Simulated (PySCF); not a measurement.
BeCl2, SMILES [Cl][Be][Cl]. Atoms are numbered in the order given.

```xyz
3

Be     0.0000     0.0000     0.0000
Cl     0.0000     0.0000    -1.8041
Cl     0.0000     0.0000     1.8041
```
Charge 0, spin multiplicity 1.

Geometry: B3LYP-D3(BJ)/def2-TZVP. The isomer is the one that the SMILES or the coordinates give; other isomers of the formula were not compared.

Computed with PySCF with PBE/def2-TZVPD.

Mulliken values depend strongly on the basis, most of all with diffuse functions as here. ESP charges are fitted to the potential on shells at 1.4 to 2.0 van der Waals radii. Atomic charges (e):

```
atom  ESP fit  meta-Löwdin  Mulliken
----  -------  -----------  --------
Be1      0.40         1.32      0.00
Cl2     -0.20        -0.66      0.00
Cl3     -0.20        -0.66      0.00
```
